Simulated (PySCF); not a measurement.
Compound: C8H9P.
Structure used (GFN2-xTB), in Å, numbered top down from 1:
```
atom  x, y, z in Å
C1     1.8981    1.3866   -0.0098
C2     2.8764    0.7317   -0.7279
P3     2.6849   -0.8244   -1.4639
C4     1.0501   -1.1709   -1.0132
C5     0.2072   -0.3608   -0.2674
C6    -1.1633   -0.8525    0.0045
C7    -2.3389    0.0892    0.0563
C8    -1.8584   -0.5609    1.3095
C9     0.6312    0.8769    0.2134
H10    2.1335    2.3592    0.4058
H11    3.8387    1.2132   -0.8494
H12    0.6605   -2.1223   -1.3584
H13   -1.3577   -1.8277   -0.4269
H14   -2.1501    1.1422   -0.0868
H15   -3.2712   -0.2448   -0.3734
H16   -1.3356    0.0401    2.0376
H17   -2.4577   -1.3452    1.7467
H18   -0.0565    1.4768    0.7915
```

Definitions: NICS(0) = −σiso at the ring centroid; NICS(1) = −σiso and NICS(1)zz = −σzz at ±1 Å along the ring normal z. Level: GIAO PBE0/pcSseg-1 (PySCF, non-relativistic, gas phase) on the GFN2-xTB geometry, one conformer.

Ring bond lengths (Å), with Mayer bond orders in brackets: C1–C2 1.379 (1.45), C2–P3 1.732 (1.32), P3–C4 1.731 (1.33), C4–C5 1.387 (1.44), C5–C9 1.394 (1.36), C9–C1 1.384 (1.48); C6–C7 1.507 (0.93), C7–C8 1.491 (0.97), C8–C6 1.507 (0.93).

Problem. What do the NICS probes read (ppm)?

Solution. 
```
             ring                                               type  NICS(0)  NICS(1), two faces  NICS(1)zz, two faces  rms pucker (Å)  centre to ring atoms, mean (Å)
C1–C2–P3–C4–C5–C9  6-membered ring with P; formal bonds all aromatic     -7.1       -10.3 / -10.3         -25.5 / -25.5            0.00                            1.49
         C6–C7–C8     3-membered carbocycle; formal bonds all single    -42.7         -8.0 / -7.3         -23.8 / -24.3            0.00                            0.87
```

Problem. What do they say, and how far can they be read as aromaticity?

Solution. 
- C1–C2–P3–C4–C5–C9: mean NICS(1)zz -25.5 ppm, shielded.
- C6–C7–C8: mean NICS(1)zz -24.1 ppm, shielded. C6, C7, C8 have four or more neighbours, so the value isn't read as a sign of a π ring current. NICS(0) lies 35 ppm below the mean NICS(1).

Problem. What does the geometric index give? Use HOMA with the parameters of Krygowski (1993).

Solution. 
- C1–C2–P3–C4–C5–C9: HOMA 0.95; the largest term is that of C2–P3, α(R − Ropt)² = 0.14.

Problem. What field does 11.7 T along the ring normal induce along that normal at the first NICS(1) probe listed for ring C1–C2–P3–C4–C5–C9, 1 Å off the ring?

Solution. NICSzz × B0 = -25.5 ppm × 11.7 T = -298 μT, against the applied field.

Problem. List the ring angles and the Hirshfeld charges of the ring atoms.

Solution. 
- C1–C2–P3–C4–C5–C9: C1 124.0° (-0.043 e), C2 124.7° (-0.114 e), P3 100.0° (+0.083 e), C4 126.7° (-0.114 e), C5 121.3° (+0.015 e), C9 123.4° (-0.046 e); sum 720.0° against 720° for a flat convex ring.
- C6–C7–C8: C6 59.3° (-0.039 e), C7 60.3° (-0.085 e), C8 60.3° (-0.086 e); sum 180.0° against 180° for a flat convex ring.

Problem. What are the shieldings of the ring atoms and their hydrogens in the same run (means over atoms taken as equivalent)?

Solution. 
| atoms | environment | σ isotropic (ppm) | principal values of the symmetric part, first atom (ppm) |
| --- | --- | --- | --- |
| C1 | aromatic CH carbon | 47.8 | -68.6, 34.0, 178.0 |
| C2 | aromatic CH carbon | 25.2 | -140.4, 33.7, 182.2 |
| P3 | phosphorus bonded to 2 C | 87.5 | -196.4, -56.8, 515.8 |
| C4 | aromatic CH carbon | 23.0 | -139.1, 43.7, 164.4 |
| C5 | substituted aromatic carbon | 31.6 | -63.5, -16.9, 175.3 |
| C6 | benzylic-type carbon | 164.6 | 135.7, 137.6, 220.5 |
| C7 (×2) | three-membered-ring carbon | 171.9 | 136.0, 174.1, 205.3 |
| C9 | aromatic CH carbon | 60.8 | -40.8, 40.4, 183.0 |
| H10 | aromatic hydrogen | 23.61 | 19.2, 24.1, 27.5 |
| H11 | aromatic hydrogen | 22.73 | 20.4, 20.9, 26.9 |
| H12 | aromatic hydrogen | 22.56 | 18.3, 20.4, 29.0 |
| H13 | methine hydrogen | 29.86 | 21.6, 29.1, 38.9 |
| H14 (×2) | methylene hydrogen | 30.99 | 24.9, 29.6, 38.5 |
| H15 (×2) | methylene hydrogen | 30.59 | 24.4, 26.5, 40.9 |

The list is cut; further classes of hydrogen are left out.

Time: 71 s (with the writing of density and orbital grids); peak memory 0.93 GiB. Hardware: an Arm Neoverse N1 with one thread (shared host). This is the whole shielding run at PBE0/pcSseg-1, SCF included.
